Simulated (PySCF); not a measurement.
Computed with PBE-D3(BJ)/def2-TZVP // B3LYP-D3(BJ)/def2-SVP (PySCF). All species are isolated molecules in the gas phase. One relaxed conformer stands for a flexible species; it need not be the lowest. Delta-SCF ions had no search for a lower state. Excitations are Tamm–Dancoff values on a coarser integration grid. The basis has no diffuse functions, so Rydberg states are missing or too high.

Reference species (SMILES): `c12sccc2ccc(c1B)C=C` (neutral, multiplicity 1).

```json
{
  "vertical ionisation energy (Delta-SCF)": "7.74 eV",
  "T1 excitation (TDA)": "2.40 eV",
  "S1 oscillator strength": "0.025",
  "HOMO": "-5.52 eV"
}
```

Changed species: `c12c(c(B)cc(C=C)c2)scc1`.

Problem. What does the change do to the vertical ionisation energy (Delta-SCF), T1 excitation (TDA), S1 oscillator strength and HOMO?

Solution. the vertical ionisation energy (Delta-SCF) is nearly the same; the T1 excitation (TDA) falls by 0.11 eV, to 2.29 eV; the S1 oscillator strength rises by 0.022, to 0.047; the HOMO decreases by 0.08 eV, to -5.60 eV.
